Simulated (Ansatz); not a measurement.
System: sum formula BNH₃, net charge -1, singlet state. 
Coordinates optimised at B3LYP-D3(BJ)/def2-TZVP (Ansatz, a program for electronic structure):
```
B
N 1 1.3698
H 2 1.0230 1 110.79
H 1 1.2329 2 120.52 3 180.00
H 1 1.2414 4 113.63 2 180.00
```
Charge -1, spin multiplicity 1.

Basis-set convergence of Hartree-Fock and CCSD(T) correlation energies (hartree) with Ansatz. Correlated levels leave the core frozen unless marked. No spin-orbit coupling. No relativistic terms.

```csv
basis,functions,E(HF),"E(corr, CCSD(T))"
def2-SVPD,64,-80.80434,-0.32878
def2-TZVPPD,125,-80.89465,-0.37907
def2-QZVPPD,225,-80.89881,-0.39742
```

Extrapolating the two largest sets (X = 3 and 4) as X^-3: E(corr) = (64·(-0.39742) - 27·(-0.37907))/37 = -0.4108 Eh, an estimate of the basis-set limit. The largest set recovers 96.7 % of it, the smallest 80.0 %.
